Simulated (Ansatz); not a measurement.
`[BH2][GaH][SiH2]C` + H₂O → `[BH2][GaH][OH]` + `C[SiH3]`  (formal hydrolysis of a Ga–Si bond)

Gas-phase electronic energies from Ansatz, PBE0-D4/def2-TZVP geometries. CCSD(T)/CBS is the MP2 limit (def2-TZVPP, def2-QZVPP) plus CCSD(T) − MP2 in def2-TZVPP, frozen cores. This one scheme is used for every species. DFT in def2-TZVPP. B3LYP here is the variant with VWN-RPA as its local correlation; programs differ in this. For Ga outer-core shells are correlated without core-valence functions, which leaves a few kJ/mol of doubt a bond. Scalar relativity is left out up to krypton. Each species was taken in one conformer, which may not be the lowest.

`[BH2][GaH][SiH2]C`:

Z-matrix (Å, degrees):
```
Si
Ga 1 2.424
C 1 1.881 2 114.2
H 1 1.493 2 110.6 3 124.0
H 1 1.496 2 107.0 3 -121.1
B 2 2.059 1 123.0 3 -162.9
H 2 1.581 1 115.9 3 18.3
H 3 1.092 1 110.9 2 -177.6
H 3 1.092 1 110.8 2 62.3
H 3 1.092 1 110.6 2 -57.3
H 6 1.199 2 122.2 1 -87.3
H 6 1.199 2 121.9 1 90.5
```

H₂O:

Z-matrix (Å, degrees):
```
O
H 1 0.960
H 1 0.960 2 105.1
```

`[BH2][GaH][OH]`:

Cartesian coordinates in Å:
```
B -0.625 -1.219 0.187
Ga 0.409 0.395 -0.627
O 0.713 1.859 0.372
H -1.816 -1.311 0.110
H -0.062 -2.111 0.753
H 1.015 0.574 -2.060
H 0.366 1.812 1.265
```

`C[SiH3]`:

```xyz
8

C    -0.825   -0.525    0.137
Si    0.738    0.469   -0.122
H    -1.099   -0.549    1.194
H    -0.691   -1.554   -0.203
H    -1.658   -0.089   -0.420
H     0.554    1.871    0.344
H     1.108    0.503   -1.563
H     1.872   -0.127    0.635
```

Is it downhill or uphill in electronic energy at CCSD(T)/CBS, and by how much? (An estimate is asked.)

Computed: Downhill: ΔE = -47.8 kJ/mol.

What do these levels give: B3LYP-D4, BHLYP-D4, ωB97X-V, PBE-QIDH, PBE, PBE0, B3LYP, r2SCAN0, CCSD/def2-SVP, SCS-MP2/def2-TZVPP, MP2/def2-QZVPP, CCSD/CBS(def2)? (Best estimate.)

Ansatz gave: B3LYP-D4 -49.9, BHLYP-D4 -52.6, ωB97X-V -55.2, PBE-QIDH -47.9, PBE -39.0, PBE0 -39.6, B3LYP -56.3, r2SCAN0 -47.0, CCSD/def2-SVP -66.8, SCS-MP2/def2-TZVPP -63.9, MP2/def2-QZVPP -55.4, CCSD/CBS(def2) -48.9 kJ/mol.

Largest T1 diagnostic among the species: 0.015.

At CCSD(T), def2-SVP lies −18.9 kJ/mol from the extrapolated value and def2-TZVPP −4.9 kJ/mol. The D4 term adds +6.5 kJ/mol with B3LYP and +3.8 kJ/mol with PBE0; it sums over pairs of atoms, weighted by their polarisabilities, and B3LYP, whose exchange is more repulsive, gets the larger term. Leaving LDA and LC-ωPBE aside and taking each functional with its dispersion term where it has one, the values, not all of them listed here, spread over 24.6 kJ/mol, from B2PLYP to PBE-D4. LDA lies +3.2 kJ/mol from PBE without D4.
